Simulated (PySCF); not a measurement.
C₅H₆FNSi₂.
Geometry (GFN2-xTB, Å), atoms numbered from 1 in this order:
```xyz
15
C5H6FNSi2 angstrom
N      3.8793    0.5431    0.0769
C      2.7346    0.4660    0.0369
C      1.3394    0.3082    0.0000
C      0.5201    1.3359   -0.2566
F      1.0533    2.5624   -0.4883
Si    -1.3728    1.3280   -0.3498
C     -1.9449   -0.4290   -0.0068
C     -1.1528   -1.4691    0.2517
Si     0.7259   -1.4499    0.3399
H     -1.7505    1.7581   -1.7005
H     -1.8703    2.2595    0.6684
H     -3.0189   -0.5859   -0.0264
H     -1.6101   -2.4363    0.4343
H      1.1743   -1.8433    1.6814
H      1.2891   -2.3398   -0.6828
```

A PySCF run (density fitting, gas phase, GFN2-xTB geometry) gave HOMO -6.97 eV, LUMO -2.78 eV, dipole 5.57 D and E = -927.430 Eh.

**Question.** Which of these levels was it?
A. HSE06/6-311G**
B. CAM-B3LYP/pcSseg-1
C. wB97X-D/cc-pVDZ
D. PW91/pcseg-1
E. PBE0/pcSseg-1

**Answer.** D. It is PW91/pcseg-1. All candidates on this geometry:

```csv
level and settings,kind,basis functions,SCF cycles,E (Eh),HOMO (eV),LUMO (eV),dipole (D)
"PW91/pcseg-1, grid level 3",GGA,164,17,-927.4295,-6.97,-2.78,5.57
"HSE06/6-311G**, fitting basis def2-qzvpp-jkfit, start guess vsap","screened hybrid, exact exchange at short range",214,14,-927.1892,-7.63,-2.20,5.73
"PBE0/pcSseg-1, start guess sap",global hybrid,197,21,-926.9750,-8.12,-1.91,5.79
"CAM-B3LYP/pcSseg-1, energy threshold 1e-06 Eh, start guess sap",range-separated hybrid,197,15,-927.4751,-9.36,-0.76,5.83
wB97X-D/cc-pVDZ,range-separated hybrid,164,14,-927.5471,-9.69,0.05,5.57
```

The nearest other candidate, by the summed differences of HOMO and LUMO, is HSE06/6-311G**: its HOMO differs by -0.66 eV and its LUMO by +0.58 eV. wB97X-D ran without the empirical dispersion term, which would shift the total energy alone. Cycle counts include a coarse-grid stage where the run had one. All basis functions are spherical, in the Pople sets too.
